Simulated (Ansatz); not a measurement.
Reaction (substitution at a C–Sn bond): `[CH3][SnH2][SiH2]S` + `OCS[SiH3]` → `COCS[SiH3]` + `S[SiH2][SnH3]`

Calculated with Ansatz (gas phase, PBE0-D4/def2-TZVP geometries, no zero-point term in ΔE). CCSD(T)/CBS is the MP2 limit (def2-TZVPP, def2-QZVPP) plus CCSD(T) − MP2 in def2-TZVPP, frozen cores. Functionals use def2-TZVPP. B3LYP here is the variant with VWN-RPA as its local correlation; programs differ in this. def2 core potentials past Kr. For Sn outer-core shells are correlated without core-valence functions, which leaves a few kJ/mol of doubt a bond. One conformer a species, not always the lowest.

`[CH3][SnH2][SiH2]S`:

Cartesian coordinates in Å:
```
C 1.664 -0.289 -1.208
Sn 0.198 1.045 -0.394
Si -1.000 -0.102 1.563
S -1.938 -1.912 0.883
H 2.460 -0.452 -0.482
H 2.091 0.136 -2.117
H 1.194 -1.243 -1.443
H -0.966 1.409 -1.600
H 0.940 2.513 0.084
H -0.031 -0.574 2.587
H -1.982 0.794 2.234
H -2.629 -1.324 -0.107
```

`OCS[SiH3]`:

Z-matrix (Å, degrees):
```
C
S 1 1.838
O 1 1.389 2 114.6
H 1 1.096 2 108.3 3 126.8
H 1 1.090 2 105.2 3 -117.2
Si 2 2.126 1 98.7 3 -86.6
H 3 0.962 1 109.1 2 62.5
H 6 1.487 2 111.4 1 -64.8
H 6 1.482 2 107.2 1 174.2
H 6 1.491 2 110.7 1 54.8
```

`COCS[SiH3]`:

```xyz
13

C     1.352   -0.580   -1.255
O    -0.036   -0.357   -1.167
C    -0.660   -1.067   -0.156
S    -0.229   -0.534    1.551
Si   -0.760    1.522    1.358
H     1.567   -1.643   -1.424
H     1.865   -0.255   -0.345
H     1.712   -0.002   -2.104
H    -1.733   -0.941   -0.296
H    -0.407   -2.134   -0.185
H     0.229    2.297    0.568
H    -2.094    1.636    0.712
H    -0.805    2.060    2.741
```

`S[SiH2][SnH3]`:

Cartesian coordinates in Å:
```
S 0.021 0.041 2.522
Si 0.776 -0.630 0.630
Sn -0.676 0.233 -1.298
H 0.020 1.344 2.194
H 2.196 -0.226 0.438
H 0.718 -2.111 0.722
H -0.831 1.930 -1.164
H 0.010 -0.124 -2.821
H -2.235 -0.456 -1.224
```

```tsv
level	ΔE (kcal/mol)	difference from CCSD(T)/CBS
r2SCAN-D4	13.1	-2.2
PBE0-D4	13.4	-1.9
B3LYP-D4	12.2	-3.1
ωB97X-V	12.1	-3.2
ωB97M-V	13.1	-2.2
B2PLYP	13.4	-1.9
PBE	13.6	-1.7
r2SCAN	13.2	-2.1
B3LYP	12.7	-2.6
MP2/def2-TZVPP	15.4	0.1
SCS-MP2/def2-TZVPP	14.0	-1.3
CCSD/def2-TZVPP	13.4	-1.9
HF/def2-QZVPP	11.1	-4.2
SCS-MP2/def2-QZVPP	15.0	-0.3
HF/CBS(def2)	11.1	-4.2
MP2/CBS(def2)	17.1	1.8
CCSD(T)/CBS	15.3	0
```

Largest T1 diagnostic among the species: 0.013.

In def2-TZVPP, CCSD(T) changes the Hartree–Fock value by +2.7 kcal/mol (the triples alone add +0.2 kcal/mol) and MP2 by +4.5 kcal/mol.
